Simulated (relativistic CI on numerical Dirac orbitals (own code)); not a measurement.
Nd43+: sensitivity of the levels to the model

Base calculation: Dirac-Coulomb-Breit CI, KLI orbitals optimised for each configuration, model QED (radiative potential, 1s self-energy scaled to tabulated hydrogen-like ionisation energies), unscaled Slater integrals.

Configurations in the expansion (outside the closed core [Ne]): 3s2 3p5, 3s 3p6, 3s2 3p4 3d, 3s 3p5 3d, 3p6 3d, 3s 3p4 3d2, 3s2 3p3 3d 4p, 3p6 4s, 3s 3p4 3d 4s, 3s2 3p4 4s, 3p6 4p, 3s2 3p4 4p, 3s2 3p3 3d2, 3s2 3p2 3d3, 3s 3p3 3d3, 3s2 3p2 3d2 4s, 3s2 3p2 3d2 4p. Double excitations out of closed p, d and f shells are left out; levels of such configurations are missing from the list, as are those of other unlisted configurations, and high levels can miss mixing partners.

The lowest level and the first level of each name with at least 55 % of one term (blank where a level has no safe partner in the second run):

```json
{"Level": "3s2 3p5 2P°_3/2", "Base (cm⁻¹)": "0", "Shift (cm⁻¹)": "0"}
{"Level": "3s2 3p5 2P°_1/2", "Base (cm⁻¹)": "1030549", "Shift (cm⁻¹)": "-1489"}
{"Level": "3s2 3p4 3d 2D_3/2", "Base (cm⁻¹)": "1622704", "Shift (cm⁻¹)": "+2540"}
{"Level": "3s2 3p4 3d 4F_9/2", "Base (cm⁻¹)": "1713329", "Shift (cm⁻¹)": "+1871"}
{"Level": "3s 3p6 2S_1/2", "Base (cm⁻¹)": "2191395", "Shift (cm⁻¹)": "+10482"}
{"Level": "3s2 3p4 3d 4D_1/2", "Base (cm⁻¹)": "2405963", "Shift (cm⁻¹)": "+1119"}
{"Level": "3s2 3p4 3d 2G_7/2", "Base (cm⁻¹)": "2544578", "Shift (cm⁻¹)": "+1018"}
{"Level": "3s2 3p4 3d 2G_9/2", "Base (cm⁻¹)": "2770358", "Shift (cm⁻¹)": "+368"}
```

At this charge energies of transitions that change n are usually good to better than 1 %, and those within a shell (Δn = 0) to a few per cent.

(1) One thing was changed in a second run, which moved the levels as shown. Which?
A. Breit term removed
B. QED terms removed
C. configuration mixing switched off
D. one mean potential for all configurations

## Answers

(1) B. QED terms removed. QED shifts follow the density of s (and p1/2) electrons at the nucleus, so configurations move by their count of such electrons; where none moves, the smaller shifts of p3/2 electrons and of j = l + 1/2 against j = l − 1/2 set the pattern.

LS names give the leading component of a level, which can be under half, so a name can repeat, a term be missing and a line seem to break the LS rules.
